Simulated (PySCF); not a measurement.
H₄PSi, SMILES [SiH3][PH], multiplicity 2. Atoms are numbered in the order given.

```xyz
6

Si     0.0006    -1.0497     0.0000
P     -0.0939     1.2077     0.0000
H      0.7222    -1.5500     1.2144
H     -1.3869    -1.6046     0.0000
H      0.7222    -1.5500    -1.2144
H      1.3418     1.2848     0.0000
```
Charge 0, spin multiplicity 2.

Geometry optimised at PBE-D3(BJ)/def2-TZVP. The isomer is the one that the SMILES or the coordinates give; other isomers of the formula were not compared.

Calculation: PBE/def2-TZVPD (PySCF).

```json
{
  "total_energy": "-632.90825 hartree",
  "point_group": "Cs",
  "α spin, highest occupied and lowest empty level": "-6.05 and -0.81 eV",
  "β spin, highest occupied and lowest empty level": "-6.78 and -4.43 eV",
  "dipole_moment": "0.54 D",
  "quadrupole, principal values (traceless, Buckingham form, about the centre of nuclear charge)": "-2.14, 0.45, 1.69 D·Å",
  "mean_static_polarisability": "61.2 bohr³ (9.08 Å³)",
  "polarisability_principal_values": "51.4, 54.6, 77.7 bohr³",
  "⟨S²⟩": "0.755 (pure state 0.75)"
}
```
